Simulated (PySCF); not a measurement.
# Two-component Hartree-Fock for Ta⁺ (tantalum, charge +1)

Start: [Xe] 4f14 5d2 6s1 6p1; 5d5/2 filled at m_j = +3/2, +5/2; 6s1/2 filled at m_j = +1/2; 6p3/2 filled at m_j = +3/2. Calculated with PySCF 2.14 in x2c-TZVPall-2c with one added diffuse shell each of s, p, d type (12s12p11d2f, 117 functions): generalised Hartree-Fock with the X2C-1e Hamiltonian and a Gaussian nucleus; spin-orbit coupling (SO) screened by Boettger's factors. This is a chosen level, not necessarily the ground level.

```
spinor shell  electrons  ε, screened SO (eV)  weight of nominal j (screened SO)  rms radius, screened SO (bohr)
       1s1/2          2             -67767.2                              1.000                          0.0211
       2s1/2          2             -11789.7                              1.000                          0.0853
       2p1/2          2             -11247.2                              1.000                          0.0726
       2p3/2          4              -9971.4                              1.000                          0.0799
       3s1/2          2              -2770.2                              1.000                           0.218
       3p1/2          2              -2529.4                              1.000                           0.210
       3p3/2          4              -2249.9                              1.000                           0.225
       3d3/2          4              -1847.9                              1.000                           0.199
       3d5/2          6              -1787.6                              1.000                           0.203
       4s1/2          2              -605.37                              1.000                           0.488
       4p1/2          2              -504.72                              1.000                           0.497
       4p3/2          4              -439.81                              1.000                           0.530
       4d3/2          4              -273.91                              1.000                           0.558
       4d5/2          6              -261.74                              1.000                           0.569
       5s1/2          2              -98.484                              1.000                            1.18
       5p1/2          2              -65.706                              0.983                            1.31
       5p3/2          4              -56.864                              0.990                            1.41
       4f5/2          6              -52.881                              0.990                           0.700
       5d5/2          2              -19.411                              0.858                            2.18
       6s1/2          1              -17.200                              0.973                            3.23
       6p3/2          1              -11.168                              1.000                            4.02
```

Q: Where does 4f7/2 lie, and what is the 4f spin-orbit splitting (screened SO)?

A: At -50.987 eV, 1.894 eV above 4f5/2.

| quantity | screened SO |
| --- | --- |
| E (hartree) | -15609.94063 |
| M_J | 6 |
| ⟨J²⟩ | 42.015 |
| ⟨L²⟩ | 20.222 |
| ⟨S²⟩ | 6.082 |

Each row is a mean over spinors that exchange with the open shell spreads, by up to 5.592 eV (5p3/2).

Rows whose weight is well below 1 are mixtures of j = l ± 1/2: exchange outweighs spin-orbit coupling there, and the label is only the starting occupation.

Breit and QED terms are absent; they matter most for the inner s and p1/2 levels.

Densities and radii are taken from the X2C orbitals without a picture-change correction, which distorts them close to the nucleus.
